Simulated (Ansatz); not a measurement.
Species: C3H7N, SMILES `C=C(C)N` (charge 0, multiplicity 1).

### Question
Give a relaxed geometry from PBE0-D3(BJ)/def2-TZVP (Ansatz, a program for electronic structure).

### Answer
Several could match; the one computed here: the end point of this relaxation, one of several conformers (outside a Z-matrix the atoms follow the SMILES, hydrogens last).
Cartesian coordinates (Å) in one orientation:
```xyz
11

C     -0.723    -1.063    -0.864
C      0.054    -0.180    -0.231
C     -0.412     1.196     0.123
N      1.380    -0.421     0.097
H     -1.724    -0.794    -1.168
H     -0.371    -2.058    -1.112
H     -0.364     1.354     1.206
H     -1.439     1.356    -0.200
H      0.227     1.950    -0.346
H      1.709     0.049     0.926
H      1.662    -1.388     0.069
```
